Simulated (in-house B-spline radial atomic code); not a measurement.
**BP86 excitations of Ca**

Method: BP86. Computed with an all-electron radial atomic-structure program (B-spline basis): linear response of the closed shell [Ar] 4s2 with the functional's adiabatic kernel; scalar-relativistic (spin-free one-electron X2C), finite nucleus, no spin-orbit coupling, no double excitations, S, P, D and F terms only; shells from n = 2 respond.

Command:
```bash
python run_td.py task.json out
```
Settings (radii: box in bohr, nucleus in fm):
```
Z                        20
electrons                20
configuration            [Ar] 4s2
hamiltonian              x2c
method                   b88,p86
box_radius               75
rms_radius               3.4776
intervals                78
```

Run time, properties included: 0.5 s on 1 thread of AMD EPYC 9R45 96-Core Processor (Zen 5) (shared host).

The lowest states, in the order of their Tamm-Dancoff energies; the method's threshold (minus the highest occupied level) is 3.883 eV. Labels give the largest channel, * marks a mixed state, and oscillator strengths are full-response dipole values. Measured ¹D terms are left out, since they can mix with doubly excited terms. Semilocal kernels can invert the small singlet-triplet splittings of Rydberg terms. Energies in eV:

```tsv
state	full response	Tamm-Dancoff	oscillator strength	measured (J-weighted term)
4s → 3d 3D	1.127	1.285	-	2.524
4s → 4p 3P	1.630	1.771	-	1.892
4s → 3d 1D	?	?	-	-
4s → 4p 1P	?	?	?	?
4s → 5s 3S	3.692	3.695	-	3.910
```

(1) Where does 4s → 4p 1P lie?

(2) Where does 4s → 3d 1D lie?

(3) How large is the singlet-triplet splitting of 4s → 3d (D terms) in Tamm-Dancoff?

(4) What polarisabilities and dispersion coefficient does the method give?

Results:

(1) At 3.056 eV in full response, 3.213 eV in Tamm-Dancoff, oscillator strength 1.79; measured 2.933 eV.

(2) At 1.842 eV in full response, 1.845 eV in Tamm-Dancoff.

(3) 0.561 eV, from the unrounded values.

(4) Dipole 151.9 bohr³, quadrupole 3440 bohr⁵, C6 2061 hartree·bohr⁶ for two such species. Recommended dipole value: 160.8 ± 4 bohr³ (Schwerdtfeger and Nagle, table of static dipole polarizabilities (2023 update)), which includes relativity and correlation.
